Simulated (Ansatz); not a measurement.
VF₃. Total charge 0; triplet. Geometry relaxed at r2SCAN-D4/def2-TZVP.

```csv
atom,x (Å),y (Å),z (Å)
V1,-0.0003,-0.0450,-0.0506
F2,-0.1207,-0.4391,1.6493
F3,0.1288,1.6874,-0.2545
F4,-0.0078,-1.2032,-1.3443
```

The relaxation made no stability test and no search for a lower SCF solution.

Problem. Estimate the harmonic wavenumbers at UKS r2SCAN-D4/def2-TZVP (Ansatz, unscaled). Is this a minimum?

Solution. 124, 130, 192, 669, 701, 804 cm⁻¹. Yes, no mode is imaginary beyond noise. Zero-point energy 15.7 kJ/mol. It took 25 s on 4 threads of Intel Xeon Platinum 8488C on a shared host.
